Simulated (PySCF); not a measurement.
# Relaxation of singlet HVO₂

Computed with PBE0 in PySCF with V def2-TZVP, O def2-TZVP, H def2-TZVP; no relativity; density-fitted integrals. A (50,194) grid was used.

A hand-made T-shaped (ligand arrangement 2) start, of Cs symmetry, held to at least that symmetry:

```xyz
4
charge 0 multiplicity 1, angstrom
V     0.3019    0.0000   -0.3340
O     0.3019    0.0000    1.3560
O    -1.3871    0.0000   -0.2750
H     1.9609    0.0000   -0.2761
```

Optimiser trace:
```tsv
step	E − E(last) (kJ/mol)	largest gradient (Eh/bohr)
0	276.54	0.19455
1	108.51	0.06787
2	58.06	0.06409
3	33.76	0.02475
4	18.56	0.03594
5	4.66	0.01688
6	0.95	0.01828
7	0.15	0.00668
8	0.01	0.00086
9	0.00	0.00026
```

It ends at C2v with V–H 1.685 Å, V–O 1.572 Å (×2); H–V–O 122.9° (×2), O–V–O 114.2° (after a last refinement on a finer grid). A frequency run shows 1 imaginary mode, down to 407i cm⁻¹, so it is a saddle point. Other isomers or separated fragments may lie lower.

The relaxation took about 40 core-seconds on a shared host.
